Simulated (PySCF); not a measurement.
CH6O2Sn, SMILES C[O][SnH2][OH]. Geometry: PBE-D3(BJ)/def2-SVP. The structure was generated by enumeration; whether it is a known compound was not checked. The def2 effective core potentials stand for the cores of Sn; spin–orbit coupling is left out. Other conformers were not sampled.

Give the equilibrium geometry at PBE-D3(BJ)/def2-SVP (PySCF confirms it by a frequency run) as bond lengths and angles. (An estimate is asked for; the answer gives what the named calculation found.)

Several could match; the one computed here: 
Atoms: Sn1 O2 O3 C4 H5 H6 H7 H8 H9 H10. Bonds (Å): Sn1–O2 2.012, Sn1–O3 2.014, Sn1–H5 1.725, Sn1–H6 1.725, O2–H7 0.977, O3–C4 1.413, C4–H8 1.119, C4–H9 1.112, C4–H10 1.117. Angles (°): O2–Sn1–O3 108.6, O2–Sn1–H5 112.5, O2–Sn1–H6 102.6, O3–Sn1–H5 102.6, O3–Sn1–H6 110.4, H5–Sn1–H6 120.0, Sn1–O2–H7 109.8, Sn1–O3–C4 119.0, O3–C4–H8 113.5, O3–C4–H9 108.4, O3–C4–H10 113.1, H8–C4–H9 107.1, H8–C4–H10 107.1, H9–C4–H10 107.3.
